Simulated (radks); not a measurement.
Task: Radial electron density D(r) = 4 pi r^2 rho(r) of an atom or ion with 23 electrons. Method: non-relativistic Kohn-Sham, LDA (Slater exchange, Perdew-Wang correlation), spin-polarised, spherical densities, point nucleus; computed with a radial shooting solver on a logarithmic mesh with Libxc functionals.

| r (bohr) | D(r) (e/bohr) | spin D(r) |
|---|---|---|
| 0.002645 | 1.015 | -0.0000897 |
| 0.002982 | 1.267 | -0.000112 |
| 0.003362 | 1.578 | -0.000139 |
| 0.003791 | 1.960 | -0.000173 |
| 0.004274 | 2.427 | -0.000214 |
| 0.004819 | 2.996 | -0.000265 |
| 0.00539 | 3.635 | -0.000321 |
| 0.006078 | 4.453 | -0.000393 |
| 0.006853 | 5.429 | -0.000479 |
| 0.007726 | 6.584 | -0.000581 |
| 0.008711 | 7.938 | -0.000700 |
| 0.009822 | 9.506 | -0.000837 |
| 0.01099 | 11.17 | -0.000983 |
| 0.01239 | 13.17 | -0.00116 |
| 0.01397 | 15.39 | -0.00135 |
| 0.01575 | 17.78 | -0.00156 |
| 0.01775 | 20.30 | -0.00178 |
| 0.02002 | 22.88 | -0.00201 |
| 0.02239 | 25.24 | -0.00221 |
| 0.02525 | 27.59 | -0.00242 |
| 0.02846 | 29.62 | -0.00261 |
| 0.03209 | 31.18 | -0.00275 |
| 0.03618 | 32.14 | -0.00285 |
| 0.04047 | 32.40 | -0.00286 |
| 0.04563 | 31.98 | -0.00275 |
| 0.05145 | 30.92 | -0.00242 |
| 0.05801 | 29.41 | -0.00167 |
| 0.06541 | 27.76 | -0.0000878 |
| 0.07375 | 26.36 | 0.00308 |
| 0.08249 | 25.63 | 0.00865 |
| 0.093 | 25.78 | 0.0196 |
| 0.1049 | 27.03 | 0.0394 |
| 0.1182 | 29.24 | 0.0735 |
| 0.1333 | 31.99 | 0.130 |
| 0.1503 | 34.59 | 0.221 |
| 0.1681 | 36.16 | 0.350 |
| 0.1895 | 36.29 | 0.551 |
| 0.2137 | 34.44 | 0.836 |
| 0.241 | 30.75 | 1.22 |
| 0.2717 | 25.90 | 1.72 |
| 0.3039 | 21.23 | 2.28 |
| 0.3426 | 17.15 | 2.98 |
| 0.3863 | 14.79 | 3.73 |
| 0.4356 | 14.36 | 4.46 |
| 0.4911 | 15.37 | 5.11 |
| 0.5537 | 16.89 | 5.55 |
| 0.6193 | 17.85 | 5.72 |
| 0.6983 | 17.71 | 5.60 |
| 0.7873 | 16.16 | 5.18 |
| 0.8877 | 13.51 | 4.51 |
| 1.001 | 10.34 | 3.70 |
| 1.128 | 7.235 | 2.85 |
| 1.262 | 4.786 | 2.10 |
| 1.423 | 2.820 | 1.41 |
| 1.605 | 1.518 | 0.866 |
| 1.809 | 0.7440 | 0.484 |
| 2.04 | 0.3306 | 0.242 |
| 2.3 | 0.1319 | 0.107 |
| 2.572 | 0.05011 | 0.0436 |
| 2.9 | 0.01550 | 0.0143 |
| 3.27 | 0.004061 | 0.00388 |

What is the nuclear charge?

Result: Z = 27. The innermost maximum, from 1s, lies near 1/Z = 0.037 bohr (found: 0.0402), and its height grows with Z. The density is that of the cobalt ion Co4+ in [Ar] 3d5; the configuration itself is not fixed sharply by these data, and Z only to about a unit. D(r) has 3 maxima, at r = 0.0402, 0.181, 0.650 bohr, and minima at 0.0859, 0.422 bohr, inside which lie 2.10, 10.73 electrons.
